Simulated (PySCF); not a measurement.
## Field gradients at the hydrogen positions

Species: C₃H₈Si₂.
Geometry (PBE0-D3(BJ)/def2-SVP, Å), atoms numbered from 1 in this order:
```xyz
13
C3H8Si2 angstrom
C      2.9404    0.7718   -0.1207
C      1.6768    0.1005    0.1174
C      0.6174   -0.4674    0.3237
Si    -1.0152   -1.2426    0.5874
Si    -2.6646    0.2496   -0.1565
H      3.2483    1.3540    0.7619
H      2.8657    1.4636   -0.9742
H      3.7383    0.0458   -0.3418
H     -1.1014   -2.5295   -0.1691
H     -1.2145   -1.5397    2.0396
H     -4.0313   -0.3274    0.0414
H     -2.5667    1.5299    0.6097
H     -2.4713    0.5403   -1.6105
```

Level: PBE0/pcSseg-1 (PySCF, non-relativistic); Q(2H) = 0.00286 b; rigid geometry, the same for H and D, with no vibrational averaging.

Task: What are Vzz, η and χzz (234.96 MHz × Q × Vzz) at all hydrogens?

Result: 
```tsv
atom	bonded to	bond length (Å)	Vzz (au)	η	χzz (kHz)
H6	C1	1.101	0.2880	0.03	194
H7	C1	1.101	0.2879	0.03	193
H8	C1	1.101	0.2880	0.03	194
H9	Si4	1.495	0.1402	0.02	94
H10	Si4	1.496	0.1400	0.02	94
H11	Si5	1.497	0.1404	0.00	94
H12	Si5	1.495	0.1414	0.01	95
H13	Si5	1.495	0.1415	0.01	95
```

Task: Average by the element that carries the hydrogen.

Result: on C: 194 kHz over 3 positions, mean bond length 1.101 Å; on Si: 95 kHz over 5 positions, mean bond length 1.496 Å.

Task: Give the 2H NMR doublet splittings at H10 for a magnetic field along the z, y and x axes of the gradient: 3χ/2, 3χ(1 + η)/4, 3χ(1 − η)/4.

Result: With |χ| = 94.1 kHz and η = 0.021: 141, 72 and 69 kHz, to first order and without motion.

Isolated species at its PBE0-D3(BJ)/def2-SVP geometry, gas phase. The basis is small and wasn't made for field gradients, so the couplings can be 20 % off.
